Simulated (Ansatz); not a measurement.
Isolated molecules relaxed with PBE0-D4/def2-TZVP in Ansatz; ΔE leaves out vibrations. CCSD(T)/CBS is the MP2 limit (def2-TZVPP, def2-QZVPP) plus CCSD(T) − MP2 in def2-TZVPP, frozen cores. This one scheme is used for every species. DFT in def2-TZVPP. B3LYP here is the variant with VWN-RPA as its local correlation; programs differ in this. HSE06 is defined as in plane-wave codes. For As outer-core shells are correlated without core-valence functions, which leaves a few kJ/mol of doubt a bond. Scalar relativity is left out up to krypton.

`FB[AsH2]` + H₂ → `[AsH3]` + `BF`  (hydrogenolysis of the As–B bond)

Is it downhill or uphill in electronic energy at CCSD(T)/CBS, and by how much? (Best estimate.)

Ansatz gave: Downhill: ΔE = -5.0 kJ/mol.

What do these levels give: CAM-B3LYP-D4, B3LYP, HSE06, CAM-B3LYP, CCSD(T)/def2-SVP, MP2/def2-TZVPP? (An estimate is asked.)

Computed: CAM-B3LYP-D4 -13.7, B3LYP -15.0, HSE06 -5.8, CAM-B3LYP -16.9, CCSD(T)/def2-SVP -19.9, MP2/def2-TZVPP -2.9 kJ/mol.

Largest T1 diagnostic among the species: 0.013.

The D4 term adds +5.9 kJ/mol with B3LYP and +3.0 kJ/mol with PBE0; it sums over pairs of atoms, weighted by their polarisabilities, and B3LYP, whose exchange is more repulsive, gets the larger term. At CCSD(T), def2-SVP lies −14.9 kJ/mol from the extrapolated value and def2-TZVPP −3.0 kJ/mol.
